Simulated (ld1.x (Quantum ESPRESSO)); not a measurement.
**Te (Z = 52), TM semilocal: configuration errors across variants**

* Element: tellurium
* Generator: ld1.x (Quantum ESPRESSO) 7.5
* Type: norm-conserving Troullier–Martins (semilocal form)
* Functional: PBEsol
* Relativity: scalar-relativistic
* Frozen core: [Kr]
* Valence charge: 16
* Reference configuration: 4d10 5s2 5p4
* Partial waves: 5s (bound): rc 1.35 bohr; 4d (bound): rc 1.40 bohr; 5p (bound): rc 1.70 bohr
* Local potential: the p channel
* Core correction: a·sin(br)/r model core inside 0.90 bohr

All-electron excitation energies from the reference (eV): (1) 4d10 5s2 5p3 9.753; (2) 4d10 5s2 5p2 27.722; (3) 4d10 5s2 5p1 54.678; (4) 4d10 5s2 5p3.5 3.907; (5) 4d10 5s2 5p4.3 -1.472; (6) 4d10 5s1 5p4 19.626; (7) 4d10 5s0 5p6 18.766.

In the semilocal form every listed channel keeps its own potential, so the choice of the local channel does not act on these tests. It acts once the file is put into the separable form.

A semilocal file is local in each channel, so a ghost entry of none says nothing of the separable form that plane-wave codes build from it.

2 further variants failed, have other tests or another functional or relativity, and are left out.

A true bound ghost makes a file unfit for plane-wave use even where its test errors are small: the radial tests pick states by their node count and pass the ghost by.

Errors AE − PS in meV (a dash: test not solved or not reliable):

```csv
change,(1),(2),(3),(4),(5),(6),(7),bound ghosts
base,+1.3,+11,+31,-0.1,+0.5,+7.9,-20,none
wave 4d (bound): rc 1.40 bohr becomes 4d (bound): rc 1.42 bohr,+1.3,+11,+31,-0.1,+0.5,+7.9,-20,none
local potential the s channel,+1.4,+11,+31,-0.1,+0.5,+7.9,-20,none
"form changed from semilocal to separable (Kleinman–Bylander), still TM; local potential the d channel",-2.7,-8.1,-15,-1.0,+0.3,-11,-36,"s, p"
core correction a·sin(br)/r model core inside 0.58 bohr,+1.3,+11,+31,-0.1,+0.5,+7.6,-22,none
"all radii but the core radius scaled by about 1.16 (s 1.56, p 1.98, d 1.62 bohr)",-0.4,+2.4,+7.8,-0.6,+0.4,+1.5,-11,none
core correction a·sin(br)/r model core inside 1.38 bohr,+1.6,+13,+36,-0.1,+0.5,+12,+7.8,none
wave 5p (bound): rc 1.70 bohr becomes 5p (bound): rc 2.38 bohr,-0.1,+4.6,+14,-0.5,+0.5,+2.8,-37,none
"all radii but the core radius scaled by about 1.13 (s 1.52, p 1.92, d 1.58 bohr)",-0.3,+3.1,+9.3,-0.5,+0.4,+2.2,-10,none
```

Task: Give the same row for: wave 5s (bound): rc 1.35 bohr becomes 5s (bound): rc 1.44 bohr.

Result: +1.2, +9.4, +23, -0.1, +0.5, +8.2, +0.6; bound ghosts: none.
